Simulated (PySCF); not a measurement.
Fill in the blanks.

Species: C6H10F (doublet state).
Z-matrix (Å and degrees, GFN2-xTB geometry), rows numbered from 1:
```
C 
C   1  1.4754
C   2  1.5002  1  109.79
C   3  1.3173  2  123.41  1  -116.39
F   4  1.3478  3  121.90  2   178.93
C   2  1.5565  1  110.70  3   120.91
C   6  1.5216  2  111.79  1   175.70
H   1  1.0716  2  120.66  3   148.39
H   1  1.0723  2  120.38  3   -38.16
H   2  1.0953  1  109.83  3  -120.67
H   3  1.0804  2  116.74  1    62.47
H   4  1.0803  3  126.40  2    -1.14
H   6  1.0910  2  108.65  1   -62.69
H   6  1.0913  2  108.35  1    54.40
H   7  1.0876  6  110.59  2   -60.94
H   7  1.0878  6  110.15  2   179.22
H   7  1.0874  6  110.64  2    59.16
```

```csv
property,level,value
point group of the GFN2-xTB geometry,GFN2-xTB,?
"rotational constants A, B, C of the GFN2-xTB geometry",GFN2-xTB,"3.595, 1.570, 1.178 GHz"
isotropic g value,"unrestricted B3LYP/pcH-1, mean-field spin–orbit",?
spin squared ⟨S²⟩,unrestricted B3LYP/pcH-1,0.754
largest isotropic hyperfine couplings (means over sets of like nuclei),unrestricted B3LYP/pcH-1,?
```

Gas-phase values; electronic properties from PySCF, density fitting. One conformer (not necessarily the lowest) at the GFN2-xTB geometry, without solvent or vibrations. GFN2-xTB frequencies show an imaginary mode (39i cm⁻¹), so this geometry is no minimum at that level. Hyperfine couplings depend on the geometry, which wasn't re-optimised at a DFT level. Couplings of like nuclei are plain means over topologically equivalent atoms, as if these changed places fast (by rotation of a methyl-like group, say); in this geometry the members of some sets differ.

The largest isotropic hyperfine couplings (means over sets of like nuclei)?

13C +93.8 (C1), 13C +79.9 (C6), 1H -63.6 (H8/H9), 13C -31.0 (C2), 1H +27.1 (H10) MHz.

The point group of the GFN2-xTB geometry?

C1.

What is the isotropic g value?

2.00255.

g_iso is shifted by about +230 ppm from the free-electron value 2.002319. With B = h/(8π²I), that is 505.379 GHz u Å² over I, the principal moments of inertia are 140.6, 321.8 and 429.1 u Å² (most abundant isotopes); the inertial defect Ic − Ia − Ib is -33.3 u Å² (zero for a rigid planar frame, negative otherwise). ⟨S²⟩ is 0.004 above the pure-spin value S(S + 1) = 0.75. At 9.50 GHz, hν = g·μB·B₀ (B₀ the magnetic field) puts the centre of the isotropic spectrum, to first order, at 338.9 mT. The rotational constants make it an asymmetric top with κ = (2B − A − C)/(A − C) = -0.68, nearer the prolate limit (−1).
